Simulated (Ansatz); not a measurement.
All numbers were calculated with Ansatz.

C3H10ClHfNOS (`C[O][Hf]([SH])([Cl])[N](C)C`). Charge 0, multiplicity 1. Hf: def2 effective core potential. Geometry: relaxed with PBE0-D4/def2-TZVP. It is one conformer, not always the lowest.

```xyz
18

C    -3.230   -0.136   -0.125
O    -1.910    0.305   -0.076
Hf   -0.180    1.069   -0.219
S     0.426    1.509   -2.565
Cl    0.056    3.022    1.119
N     1.137   -0.338    0.319
C     2.506    0.120    0.427
C     0.974   -1.731    0.646
H    -3.631   -0.240    0.888
H    -3.287   -1.107   -0.626
H    -3.853    0.576   -0.675
H    -0.446    2.529   -2.683
H     3.167   -0.429   -0.255
H     2.891    0.004    1.449
H     2.589    1.184    0.169
H     1.565   -2.369   -0.025
H     1.300   -1.942    1.674
H    -0.073   -2.026    0.556
```

Question: What is the dipole moment at PBE/def2-TZVPP? (Estimate.)

Answer: The calculation gave: 3.22 D, with components (-1.25, -2.83, 0.90) D in this frame, pointing from negative to positive charge.

Question: And with r2SCAN, B3LYP, ωB97M-V? (Estimate.)

Answer: The calculation gave: r2SCAN 3.25 D, B3LYP 3.19 D, ωB97M-V 3.14 D.

Question: Give the Mulliken charges with PBE, ωB97M-V, B3LYP in def2-TZVPP. (Best estimate.)

Answer: The calculation gave: 
| atom | PBE | ωB97M-V | B3LYP |
| --- | --- | --- | --- |
| C1 | -0.14 | -0.17 | -0.11 |
| O2 | -0.29 | -0.35 | -0.38 |
| Hf3 | 0.65 | 0.71 | 0.82 |
| S4 | -0.35 | -0.34 | -0.36 |
| Cl5 | -0.30 | -0.29 | -0.33 |
| N6 | -0.20 | -0.30 | -0.28 |
| C7 | -0.15 | -0.21 | -0.15 |
| C8 | -0.17 | -0.21 | -0.17 |
| H9 | 0.11 | 0.12 | 0.11 |
| H10 | 0.10 | 0.12 | 0.10 |
| H11 | 0.10 | 0.12 | 0.10 |
| H12 | 0.11 | 0.11 | 0.10 |
| H13 | 0.09 | 0.12 | 0.10 |
| H14 | 0.09 | 0.12 | 0.09 |
| H15 | 0.09 | 0.11 | 0.09 |
| H16 | 0.09 | 0.12 | 0.09 |
| H17 | 0.09 | 0.11 | 0.09 |
| H18 | 0.09 | 0.10 | 0.09 |

B3LYP here is the variant with VWN-RPA as its local correlation; programs differ in this.
